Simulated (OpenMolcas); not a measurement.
**How basis sets differ on Ge2H6 (digermane)**

Ge2H6: 8 atoms, total charge 0, spin state singlet. As SMILES, `[GeH3][GeH3]`. Geometry: relaxed at PBE0-D4/def2-TZVP.

Each level gives the HOMO–LUMO gap (eV). The values are calculated.

| level | kind | program | value (eV) |
| --- | --- | --- | --- |
| HF/ANO-RCC-MB (DKH2) | Hartree–Fock | OpenMolcas | 15.55 |
| HF/STO-3G | Hartree–Fock | OpenMolcas | 19.60 |
| HF/3-21G | Hartree–Fock | OpenMolcas | 14.34 |
| HF/6-31G* (spherical functions) | Hartree–Fock | OpenMolcas | 13.89 |

All-electron rows without a relativistic Hamiltonian named are non-relativistic. The values span 13.89 to 19.60 eV. A Hartree–Fock LUMO above zero doesn't converge with the basis: it sinks as sets grow more diffuse. Orbital gaps aren't excitation energies.
